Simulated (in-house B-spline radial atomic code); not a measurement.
Radial electron density of P⁸⁺, [He] 2s2 2p3. All numbers are computed (scalar-relativistic (X2C) TPSSh, spin-polarised, spherical fractional occupations, exact exchange averaged over the configuration; Fermi nucleus of rms radius 3.1889 fm) with a radial B-spline atomic code at the basis-set limit, not measured.

Columns: r (bohr), 4πr²n(r) (electrons per bohr), bar.

```
 0.00386   0.4085 #
  0.0045   0.5402 #
 0.00523   0.7084 ##
 0.00609   0.9289 ##
 0.00709    1.213 ###
 0.00825    1.575 ####
 0.00961    2.038 #####
  0.0112    2.623 #######
   0.013    3.329 #########
  0.0152    4.237 ###########
  0.0176    5.261 ##############
  0.0205    6.512 #################
  0.0239     7.96 #####################
  0.0278    9.545 #########################
  0.0324    11.26 #############################
  0.0377    12.97 #################################
  0.0439    14.58 ######################################
  0.0511    15.91 #########################################
  0.0595    16.78 ###########################################
  0.0693    17.04 ############################################
  0.0806    16.58 ###########################################
  0.0938     15.4 ########################################
   0.109    13.69 ###################################
   0.127    11.71 ##############################
   0.148    9.912 ##########################
   0.172    8.739 #######################
   0.201     8.42 ######################
   0.233    8.944 #######################
   0.272       10 ##########################
   0.316    10.94 ############################
   0.368     11.2 #############################
   0.429    10.41 ###########################
   0.499    8.638 ######################
   0.581    6.261 ################
   0.676    3.898 ##########
   0.787    2.036 #####
   0.916   0.8762 ##
    1.07   0.2935 #
    1.24  0.08085 
    1.45  0.01506 
    1.68  0.00221
```

On this grid the curve has 2 maxima, near 0.0693, 0.368 bohr.

The 2s up radial function P(r) = rR(r), positive near the nucleus:

```
r (bohr)         P
 0.00133   0.04803
 0.00181   0.06427
 0.00245   0.08538
 0.00332    0.1132
  0.0045    0.1494
 0.00609    0.1959
 0.00825    0.2548
  0.0112    0.3283
  0.0152    0.4161
  0.0205    0.5131
  0.0278    0.6148
  0.0377    0.7019
  0.0511    0.7445
  0.0693    0.6989
  0.0938    0.5158
   0.127    0.1568
   0.172   -0.3677
   0.233   -0.9582
   0.316    -1.415
   0.429    -1.518
   0.581    -1.212
   0.787   -0.6872
    1.07   -0.2517
    1.45  -0.05338
```
